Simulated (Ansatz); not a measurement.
The cluster Cu2H2. The state is a singlet with charge 0. Geometry PBE0-D4/def2-TZVP, basis def2-TZVP, Ansatz.

```xyz
4

Cu    0.443   -0.240    0.366
Cu   -1.195    0.741   -1.073
H     1.919   -0.086    0.710
H    -1.167   -0.415   -0.003
```

```tsv
run	HOMO (eV)	LUMO (eV)
A	-8.23	-0.29
B	-5.17	-3.53
C	-6.11	-2.72
D	-6.03	-2.91
E	-5.55	-3.20
```

The structure comes from a short search, and lower isomers may exist.

Q: The runs used HF, PBE0, r2SCAN, r2SCAN0, r2SCANh. Estimate which is which.

A: A HF (100 % exact exchange); B r2SCAN (0 % exact exchange); C r2SCAN0 (25 % exact exchange); D PBE0 (25 % exact exchange); E r2SCANh (10 % exact exchange). Exact exchange lowers occupied and raises empty levels; among semilocal functionals meta-GGAs tend to open the gap a little, and such runs are hard to tell apart. The gap grows from 1.65 eV (r2SCAN) to 7.94 eV (HF).
